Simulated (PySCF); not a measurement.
# Ionisation energy of Ho(45+) by level of theory

Ho(45+) [Ar] 3d4 [3d3/2^4, M_J = 0] → Ho(46+) [Ar] 3d3 [3d3/2^3, M_J = 3/2], as a difference of total energies. Calculation: PySCF 2.14, in an uncontracted even-tempered set (16 s from 11 bohr⁻², ratio 2.8; 12 p from 14 bohr⁻², ratio 2.8; 8 d from 14 bohr⁻², ratio 2.8; 3 f from 46 bohr⁻², ratio 3); the two-component X2C-1e Hamiltonian. Correlated levels: [Ne] frozen; the 74 highest virtual spinors dropped. "Screened" scales the spin-orbit matrix elements by Boettger's factors to mimic the two-electron term; Breit and QED terms are absent.

```csv
method,ionisation energy (eV)
GHF (spin-free),3742.8
GMP2 (spin-free),3742.8
GHF (screened spin-orbit),3761.7
GMP2 (screened spin-orbit),3762.6
```

Breit and QED terms and the two-electron picture change are absent.

The spin-free rows relax to the high-spin LS determinant and lack the spin-orbit shift.

The labels give the starting determinants; with spin-orbit coupling the two ends relaxed to ⟨J²⟩ = 0.00, ⟨L²⟩ = 2.44, ⟨S²⟩ = 2.44 and ⟨J²⟩ = 3.79, ⟨L²⟩ = 7.86, ⟨S²⟩ = 2.12.

For comparison: 3760 ± 4 eV (theoretical estimate listed by NIST; NIST Atomic Spectra Database, ionization energies).
